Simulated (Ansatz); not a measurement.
One change: `[OH][GeH]([F])[F]` becomes `[OH][GeH]([F])[SH]`.

Ansatz, PBE0-D4/def2-TZVP geometries, multiplicity 1. Each molecule was computed in one conformer, which needn't be the lowest.

Scalar relativity is left out up to krypton.

```json
{"property": "ideal-gas entropy at 298 K and 1 bar (rigid rotor, harmonic PBE0-D4/def2-TZVP) / J/(mol·K)", "`[OH][GeH]([F])[F]`": "314"}
{"property": "size of the dipole moment (B3LYP/def2-TZVPP) / D", "`[OH][GeH]([F])[F]`": "1.22"}
{"property": "HOMO energy (ωB97M-V/def2-TZVPP) / eV", "`[OH][GeH]([F])[F]`": "-12.56"}
{"property": "HOMO–LUMO gap (PBE0/def2-TZVPP) / eV", "`[OH][GeH]([F])[F]`": "9.91"}
{"property": "LUMO energy (PBE0/def2-TZVPP) / eV", "`[OH][GeH]([F])[F]`": "-0.15"}
{"property": "HOMO energy (PBE/def2-TZVPP) / eV", "`[OH][GeH]([F])[F]`": "-8.22"}
```

(1) Give the same properties after the change, and the shifts. (Estimate.)

Answers

(1) Computed: 
```json
{"property": "ideal-gas entropy at 298 K and 1 bar (rigid rotor, harmonic PBE0-D4/def2-TZVP) / J/(mol·K)", "`[OH][GeH]([F])[SH]`": "336", "shift": "22"}
{"property": "size of the dipole moment (B3LYP/def2-TZVPP) / D", "`[OH][GeH]([F])[SH]`": "2.05", "shift": "0.83"}
{"property": "HOMO energy (ωB97M-V/def2-TZVPP) / eV", "`[OH][GeH]([F])[SH]`": "-10.23", "shift": "2.33"}
{"property": "HOMO–LUMO gap (PBE0/def2-TZVPP) / eV", "`[OH][GeH]([F])[SH]`": "7.77", "shift": "-2.14"}
{"property": "LUMO energy (PBE0/def2-TZVPP) / eV", "`[OH][GeH]([F])[SH]`": "-0.24", "shift": "-0.09"}
{"property": "HOMO energy (PBE/def2-TZVPP) / eV", "`[OH][GeH]([F])[SH]`": "-6.72", "shift": "1.50"}
```

With PBE0 the HOMO rises by 2.04 eV and the LUMO falls by 0.09 eV, so the gap narrows by about 2.13 eV. PBE moves the HOMO by 1.50 eV and ωB97M-V by 2.33 eV. The zero-point energy changes by 19.0 kJ/mol with +3 modes. Dipoles are sizes alone; their direction can turn.

B3LYP here is the variant with VWN-RPA as its local correlation; programs differ in this.
